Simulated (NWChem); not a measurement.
System: SiNH$_{3}$O, singlet; SMILES [Si](N)O

```xyz
6

Si    -0.6530     0.0520     0.0000
O      0.4150     1.3419     0.0000
H      1.3679     1.1961     0.0000
N      0.4225    -1.3015     0.0000
H      1.4399    -1.3000     0.0000
H      0.0568    -2.2487     0.0000
```
Atoms are numbered in this order, from 1.

Results from NWChem. Low-valent species are run as closed-shell singlets; no triplet was tried in these runs. Geometry: optimised at PBE0/def2-SVP. Vertical excitations in the gas phase.

Question: Predict the results for PBE0/def2-SVP, full TDDFT. Quantities: lowest excitation, singlet (eV); oscillator strength of that lowest state; orbital gap (eV).

Answer: The lowest excitation, singlet (eV) is 5.45, the oscillator strength of that lowest state comes out as 0.135 and the orbital gap (eV) is 6.23.
